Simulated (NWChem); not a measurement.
System meant: CH$_{6}$OSSi; SMILES O([SiH2]S)C

Input file for NWChem:

```
start job
memory heap 200 mb stack 900 mb global 1100 mb
geometry units angstroms noautoz
  Si    -1.052117     0.010628     0.123454
  S      0.095536     1.799293     0.452101
  O     -0.207258    -1.380579     0.436892
  C      0.993258    -1.751968    -0.181908
  H     -2.173315     0.028645     1.092861
  H     -1.518794     0.028660    -1.296227
  H      0.574632     1.856981    -0.809147
  H      1.778474    -0.986891    -0.042669
  H      1.347075    -2.691113     0.269060
  H      0.864089    -1.922731    -1.267150
end
basis spherical
  * library def2-svp
end
dft
  odft
  mult 2
  xc b3lyp
  iterations 150
  mulliken
end
task dft energy
```

End of the output:

```
                                 NWChem DFT Module
                                 -----------------

 Summary of "ao basis" -> "ao basis" (spherical)
 ------------------------------------------------------------------------------
       Tag                 Description            Shells   Functions and Types
 ---------------- ------------------------------  ------  ---------------------
 Si                         def2-svp                 8       18   4s3p1d
 S                          def2-svp                 8       18   4s3p1d
 O                          def2-svp                 6       14   3s2p1d
 C                          def2-svp                 6       14   3s2p1d
 H                          def2-svp                 3        5   2s1p

 Summary of "ao basis" -> "ao basis" (spherical)
 ------------------------------------------------------------------------------
       Tag                 Description            Shells   Functions and Types
 ---------------- ------------------------------  ------  ---------------------
 Si                         def2-svp                 8       18   4s3p1d
 S                          def2-svp                 8       18   4s3p1d
 O                          def2-svp                 6       14   3s2p1d
 C                          def2-svp                 6       14   3s2p1d
 H                          def2-svp                 3        5   2s1p

  number of electrons :                   50
  multiplicity        :                    2
 ------------------------------------------------------------------------
  no. of electrons and multiplicity not compatible                  50
 ------------------------------------------------------------------------
 ------------------------------------------------------------------------
  current input line :
    25: task dft energy
 ------------------------------------------------------------------------
 ------------------------------------------------------------------------
 There is an error in the input file
 ------------------------------------------------------------------------
 For more information see the NWChem manual at https://nwchemgit.github.io

0: no. of electrons and multiplicity not compatible:Received an Error in Communication
```

Q: What is wrong, and how is it mended?

A: The program refused the input. Cause: the multiplicity doesn't fit the number of electrons (an even count wants an odd multiplicity, and the reverse). This input runs:
```
start job
memory heap 200 mb stack 900 mb global 1100 mb
geometry units angstroms noautoz
  Si    -1.052117     0.010628     0.123454
  S      0.095536     1.799293     0.452101
  O     -0.207258    -1.380579     0.436892
  C      0.993258    -1.751968    -0.181908
  H     -2.173315     0.028645     1.092861
  H     -1.518794     0.028660    -1.296227
  H      0.574632     1.856981    -0.809147
  H      1.778474    -0.986891    -0.042669
  H      1.347075    -2.691113     0.269060
  H      0.864089    -1.922731    -1.267150
end
basis spherical
  Si library def2-svp
  S library def2-svp
  O library def2-svp
  C library def2-svp
  H library def2-svp
end
dft
  xc b3lyp
  iterations 150
  mulliken
end
task dft energy
```
It converges to -804.40852 Ha (B3LYP/def2-SVP).
